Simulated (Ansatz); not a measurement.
Consider the redistribution: `[OH][Hf]([OH])([OH])[F]` + `[NH2][Al]([SH])[SH]` → `[NH2][Hf]([OH])([OH])[F]` + `[OH][Al]([SH])[SH]`.

Isolated molecules relaxed with PBE0-D4/def2-TZVP in Ansatz; ΔE leaves out vibrations. CBS: MP2 limit from def2 TZ/QZ plus the TZ coupled-cluster correction, frozen cores. This one scheme is used for every species. DFT in def2-TZVPP. Elements past krypton have def2 core potentials. For Hf outer-core shells are correlated without core-valence functions, which leaves a few kJ/mol of doubt a bond. One conformer a species, not always the lowest.

(1) Is it downhill or uphill in electronic energy at CCSD(T)/CBS, and by how much? (An estimate is asked.)

(2) What do these levels give: PBE-D4, ωB97X-V, HF/def2-TZVPP, MP2/def2-TZVPP, SCS-MP2/def2-TZVPP, CCSD/def2-TZVPP? (An estimate is asked.)

Largest T1 diagnostic among the species: 0.015.

## Answers

(1) Computed: Uphill: ΔE = +0.23 eV.

(2) The calculation gave: PBE-D4 0.23, ωB97X-V 0.26, HF/def2-TZVPP 0.27, MP2/def2-TZVPP 0.23, SCS-MP2/def2-TZVPP 0.23, CCSD/def2-TZVPP 0.23 eV.

In def2-TZVPP, CCSD(T) changes the Hartree–Fock value by −0.05 eV (the triples alone add −0.01 eV) and MP2 by −0.04 eV.
